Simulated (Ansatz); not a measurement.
Reaction (formal exchange of groups at the Si–Si bond): `O[SiH](F)[SiH2]Cl` + `C=CF` → `C=C(F)[SiH](O)F` + `[SiH3]Cl`

Isolated molecules relaxed with PBE0-D4/def2-TZVP in Ansatz; ΔE leaves out vibrations. CCSD(T)/CBS is the MP2 limit (def2-TZVPP, def2-QZVPP) plus CCSD(T) − MP2 in def2-TZVPP, frozen cores. This one scheme is used for every species. Functionals use def2-TZVPP. HSE06 is defined as in plane-wave codes. Each species was taken in one conformer, which may not be the lowest.

(1) Is it downhill or uphill in electronic energy at CCSD(T)/CBS, and by how much? (Estimate.)

(2) What do these levels give: PBE-D4, HSE06-D4, BHLYP-D4, HF/def2-SVP, CCSD/def2-SVP, CCSD/CBS(def2)? (Best estimate.)

Largest T1 diagnostic among the species: 0.012.

Results:

(1) Computed: Downhill: ΔE = -0.12 eV.

(2) Computed: PBE-D4 0.03, HSE06-D4 -0.01, BHLYP-D4 -0.12, HF/def2-SVP -0.20, CCSD/def2-SVP -0.16, CCSD/CBS(def2) -0.13 eV.

From BLYP to BHLYP (50 % exact exchange), in def2-TZVPP and without D4, ΔE moves by −0.08 eV. Leaving LDA and LC-ωPBE aside and taking each functional with its dispersion term where it has one, the values, not all of them listed here, spread over 0.19 eV, from ωB97M-V to PBE-D4. At CCSD(T), def2-SVP lies −0.04 eV from the extrapolated value and def2-TZVPP −0.03 eV.
